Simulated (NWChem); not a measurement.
A series in which one site is exchanged, each optimised at PBE0/def2-SVP with NWChem, gas phase unless a solvent is named. All stand in one matching conformer (torsions within 35°), which need not be the lowest. This build's default masses of Se (78.918 u) and Br (79.917 u) are each other's, which moves their modes by up to 0.6 %.

A: [Cl][Be][SeH] (BeHSeCl; site = Be)
B: Cl[Se][SeH] (HSe$_{2}$Cl; site = Se)
C: [Cl][Zn][SeH] (ZnHSeCl; site = Zn)
D: [Cl][Mg][SeH] (MgHSeCl; site = Mg)

```csv
quantity,A,B,C,D
"orbital gap (eV), PBE0/def2-SVP",6.60,4.66,…,5.43
"highest harmonic frequency (cm⁻¹), PBE0/def2-SVP",2443,2397,2439,2439
"vertical ionisation energy, ΔSCF, PBE/def2-SVP (eV)",9.63,8.87,…,9.17
"static polarisability, PBE0/def2-SVPD (bohr³)",57.8,74.2,…,69.0
```

Complete the blanks.


- orbital gap (eV), PBE0/def2-SVP, C: 5.98
- vertical ionisation energy, ΔSCF, PBE/def2-SVP (eV), C: 9.21
- static polarisability, PBE0/def2-SVPD (bohr³), C: 67.7
